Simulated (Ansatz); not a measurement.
The HOMO–LUMO gap down a group: B to In

One atom is swapped for its congeners: CH4BO `[BH]OC`; CH4GaO `C[O][GaH]`; CH4InO `C[O][InH]`. The Al member is missing. All are doublets with charge 0.

Shapes, held fixed at every level: PBE0-D4/def2-TZVP. Flexible molecules stand in one conformer, not always the lowest. Programs: Ansatz 0.2.0. Values in eV.

```
               level  CH4BO  CH4GaO  CH4InO
    SPW92/def2-TZVPP   1.74    0.93    0.85
   PBE-D4/def2-TZVPP   2.32    1.21    1.07
r2SCAN-D4/def2-TZVPP   3.36    1.97    1.83
  PBE0-D4/def2-TZVPP   4.61    3.21    2.97
  wB97M-V/def2-TZVPP   7.96    6.87    6.61
  wB97X-V/def2-TZVPP   8.53    7.16    6.89
```

At wB97X-V/def2-TZVPP the HOMO–LUMO gap falls at every step, from 8.53 to 6.89 eV. Every level shows the same order. Open shells run unrestricted unless RO is named. For atoms past krypton def2 sets carry core potentials with scalar relativity. Relativity is left out for Ga unless named. Orbital gaps aren't excitation energies, and the LUMO depends on the basis.
